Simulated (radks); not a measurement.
Minus the highest occupied eigenvalue as an estimate of the ionisation energy, Br to Br19+. The LB94 potential has the -1/r tail that LDA and GGA lack but no energy functional. Calculated with a radial shooting solver on a logarithmic mesh with Libxc functionals: scalar-relativistic Kohn-Sham, LB94 model potential, spin-polarised, spherical densities, finite nucleus; open shells are filled with parallel spins first; Fermi nuclear charge, rms radius 4.1629 fm.

[
 {"species": "Br", "configuration": "[Ar] 3d10 4s2 4p5", "HOMO": "4p down", "-e(HOMO) (eV)": "12.552", "<r> (bohr)": "2.06", "IE, NIST (eV)": "11.814", "kind": "exp."},
 {"species": "Br+", "configuration": "[Ar] 3d10 4s2 4p4", "HOMO": "4p down", "-e(HOMO) (eV)": "22.765", "<r> (bohr)": "1.92", "IE, NIST (eV)": "21.591", "kind": "exp."},
 {"species": "Br2+", "configuration": "[Ar] 3d10 4s2 4p3", "HOMO": "4p up", "-e(HOMO) (eV)": "34.880", "<r> (bohr)": "1.84", "IE, NIST (eV)": "34.87", "kind": "exp."},
 {"species": "Br3+", "configuration": "[Ar] 3d10 4s2 4p2", "HOMO": "4p up", "-e(HOMO) (eV)": "47.119", "<r> (bohr)": "1.75", "IE, NIST (eV)": "47.78", "kind": "exp."},
 {"species": "Br4+", "configuration": "[Ar] 3d10 4s2 4p1", "HOMO": "4p up", "-e(HOMO) (eV)": "60.276", "<r> (bohr)": "1.67", "IE, NIST (eV)": "59.60", "kind": "exp."},
 {"species": "Br5+", "configuration": "[Ar] 3d10 4s2", "HOMO": "4s", "-e(HOMO) (eV)": "90.734", "<r> (bohr)": "1.44", "IE, NIST (eV)": "87.39", "kind": "exp."},
 {"species": "Br6+", "configuration": "[Ar] 3d10 4s1", "HOMO": "4s up", "-e(HOMO) (eV)": "107.18", "<r> (bohr)": "1.40", "IE, NIST (eV)": "103.0", "kind": "semi-emp."},
 {"species": "Br7+", "configuration": "[Ar] 3d10", "HOMO": "3d", "-e(HOMO) (eV)": "191.27", "<r> (bohr)": "0.575", "IE, NIST (eV)": "192.6", "kind": "exp."},
 {"species": "Br8+", "configuration": "[Ar] 3d9", "HOMO": "3d down", "-e(HOMO) (eV)": "225.72", "<r> (bohr)": "0.557", "IE, NIST (eV)": "224", "kind": "theory"},
 {"species": "Br9+", "configuration": "[Ar] 3d8", "HOMO": "3d down", "-e(HOMO) (eV)": "261.94", "<r> (bohr)": "0.541", "IE, NIST (eV)": "261", "kind": "theory"},
 {"species": "Br10+", "configuration": "[Ar] 3d7", "HOMO": "3d down", "-e(HOMO) (eV)": "299.84", "<r> (bohr)": "0.526", "IE, NIST (eV)": "301", "kind": "theory"},
 {"species": "Br11+", "configuration": "[Ar] 3d6", "HOMO": "3d down", "-e(HOMO) (eV)": "339.34", "<r> (bohr)": "0.511", "IE, NIST (eV)": "338", "kind": "theory"},
 {"species": "Br12+", "configuration": "[Ar] 3d5", "HOMO": "3d up", "-e(HOMO) (eV)": "389.08", "<r> (bohr)": "0.496", "IE, NIST (eV)": "393", "kind": "theory"},
 {"species": "Br13+", "configuration": "[Ar] 3d4", "HOMO": "3d up", "-e(HOMO) (eV)": "432.70", "<r> (bohr)": "0.484", "IE, NIST (eV)": "436", "kind": "theory"},
 {"species": "Br14+", "configuration": "[Ar] 3d3", "HOMO": "3d up", "-e(HOMO) (eV)": "477.86", "<r> (bohr)": "0.472", "IE, NIST (eV)": "481", "kind": "theory"},
 {"species": "Br15+", "configuration": "[Ar] 3d2", "HOMO": "3d up", "-e(HOMO) (eV)": "524.51", "<r> (bohr)": "0.461", "IE, NIST (eV)": "530", "kind": "theory"},
 {"species": "Br16+", "configuration": "[Ar] 3d1", "HOMO": "3d up", "-e(HOMO) (eV)": "572.58", "<r> (bohr)": "0.451", "IE, NIST (eV)": "577", "kind": "theory"},
 {"species": "Br17+", "configuration": "[Ar]", "HOMO": "3p", "-e(HOMO) (eV)": "716.18", "<r> (bohr)": "0.485", "IE, NIST (eV)": "716", "kind": "semi-emp."},
 {"species": "Br18+", "configuration": "[Ne] 3s2 3p5", "HOMO": "3p down", "-e(HOMO) (eV)": "762.41", "<r> (bohr)": "0.478", "IE, NIST (eV)": "761", "kind": "semi-emp."},
 {"species": "Br19+", "configuration": "[Ne] 3s2 3p4", "HOMO": "3p down", "-e(HOMO) (eV)": "809.38", "<r> (bohr)": "0.472", "IE, NIST (eV)": "810", "kind": "semi-emp."}
]

Reference values: NIST Atomic Spectra Database (exp. = measured, semi-emp. = semi-empirical, theory = theoretical value adopted there). Open shells are spherical and high-spin; term and fine-structure splittings are not resolved.
